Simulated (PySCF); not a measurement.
Stationary points of SiCl4

These are results of PySCF, B3LYP, basis Si def2-SVP, Cl def2-SVP (no relativity, density fitting), not measurements.

Relaxations began from a few typed shapes. The search is not exhaustive: other isomers or separated fragments can lie lower, and high-lying points may rest on an excited occupation.

```tsv
spin	group	bonds	angles	imaginary modes (cm⁻¹)	ΔE (kJ/mol)	ΔE with ZPE (kJ/mol)
singlet	Td	Si–Cl 2.049 Å (×4)	Cl–Si–Cl 109.5° (×6)	none	0.0	0.0
singlet	D4h	Si–Cl 2.111 Å (×4)	Cl–Si–Cl 90.0° (×4), Cl–Si–Cl 180.0° (×2)	126i	258.5	–
```

The lowest minimum found is the singlet Td: Si–Cl 2.049 Å (×4); Cl–Si–Cl 109.5° (×6).

Counting electrons, silicon keeps none of its valence electrons outside its bonds, so the VSEPR class is AX4 and the expected shape is tetrahedral (Td), as computed.
